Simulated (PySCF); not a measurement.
A structure optimised at PBE-D3(BJ)/def2-SVP, used in a PySCF frequency run:

```xyz
4

Sn     0.0000     0.0000     0.0000
Cl     2.2880     0.0000     0.0000
Cl    -1.1440    -1.9815     0.0000
Cl    -1.1440     1.9815     0.0000
```
Charge +1, spin multiplicity 1.

**Question.** Write its SMILES, formula and point group.

**Answer.** [Cl][Sn+]([Cl])[Cl], Cl3Sn, D3h

**Question.** What are its rotational constants (standard atomic weights)?

**Answer.** 1.8155, 1.8155, 0.90775 GHz
